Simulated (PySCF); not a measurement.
PySCF 2.14 output of an unrestricted PBE calculation on a single atom or ion in cc-pVTZ (7s6p4d2f1g, 68 functions), with no relativity, point nucleus:

```
SCF conv_tol = 1e-09
number electrons alpha = 13  beta = 9
    J. P. Perdew, K. Burke, and M. Ernzerhof.,  Phys. Rev. Lett. 77, 3865 (1996)
    J. P. Perdew, K. Burke, and M. Ernzerhof.,  Phys. Rev. Lett. 78, 1396 (1997)
    J. P. Perdew, K. Burke, and M. Ernzerhof.,  Phys. Rev. Lett. 77, 3865 (1996)
    J. P. Perdew, K. Burke, and M. Ernzerhof.,  Phys. Rev. Lett. 78, 1396 (1997)
cycle= 1 E= -943.433763665336  delta_E= -0.00982  |g|= 0.0704  |ddm|= 2.07
cycle= 2 E= -943.43075069235  delta_E= 0.00301  |g|= 0.131  |ddm|= 0.489
cycle= 3 E= -943.435743294525  delta_E= -0.00499  |g|= 0.0071  |ddm|= 0.525
cycle= 4 E= -943.435727531575  delta_E= 1.58e-05  |g|= 0.00675  |ddm|= 0.264
cycle= 5 E= -943.435658780342  delta_E= 6.88e-05  |g|= 0.00259  |ddm|= 0.118
cycle= 6 E= -943.435660546883  delta_E= -1.77e-06  |g|= 0.000305  |ddm|= 0.0163
cycle= 7 E= -943.435660486643  delta_E= 6.02e-08  |g|= 8.32e-05  |ddm|= 0.00444
cycle= 8 E= -943.435660488922  delta_E= -2.28e-09  |g|= 4.85e-06  |ddm|= 0.000183
cycle= 9 E= -943.435660488929  delta_E= -7.28e-12  |g|= 1.37e-07  |ddm|= 9.87e-06
converged SCF energy = -943.435660488929  <S^2> = 6.0002275  2S+1 = 5.000091
```

The run itself started from symmetry-adapted Hartree-Fock orbitals and held the occupation by maximum overlap, on a logarithmic radial grid, so the iterations belong to that start.

Which element, charge and spin multiplicity is this?

V⁺ (vanadium, charge +1), multiplicity 5; the state was [Ar] 3d4, high-spin 5D determinant.
